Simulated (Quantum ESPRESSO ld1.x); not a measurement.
Results of a calculation; reference values are marked as such.
Question: Radial electron density D(r) = 4 pi r^2 rho(r) of an atom or ion with 69 electrons. Code: ld1.x of Quantum ESPRESSO 7.5. Model: scalar-relativistic Kohn-Sham, LDA (Slater exchange, Perdew-Wang correlation), spin-polarised, spherical densities, point nucleus.

```
   r/bohr * D(r) (the largest magnitude, 124, reaches the edge; | marks zero)
 0.002265 |        *
 0.003144 |            *
  0.00433 |                   *
 0.006011 |                           *
 0.008345 |                                  *
  0.01149 |                                       *
  0.01595 |                                        *
  0.02215 |                                    *
   0.0305 |                                    *
  0.04234 |                                             *
  0.05877 |                                                      *
  0.08094 |                                                 *
   0.1124 |                                         *
   0.1547 |                                               *
   0.2148 |                                          *
   0.2982 |                        *
   0.4106 |                         *
     0.57 |                       *
   0.7913 |           *
     1.09 |      *
    1.513 |   *
      2.1 |*
    2.892 *
    4.014 *
    5.528 *
    7.674 *
    10.65 *
    14.67 *
```

What is the nuclear charge?

Answer: Z = 69. The innermost maximum, from 1s, lies near gamma/Z bohr with gamma = sqrt(1 - (Z/c)^2) = 0.864, here 0.0125 bohr (found: 0.0137), and its height grows with Z. The density is that of neutral thulium in [Xe] 4f13 6s1 6p1; the configuration itself is not fixed sharply by these data, and Z only to a few units. D(r) has 4 maxima, at r = 0.0137, 0.0617, 0.172, 0.467 bohr, and minima at 0.0262, 0.112, 0.331 bohr, inside which lie 1.91, 11.13, 29.69 electrons.
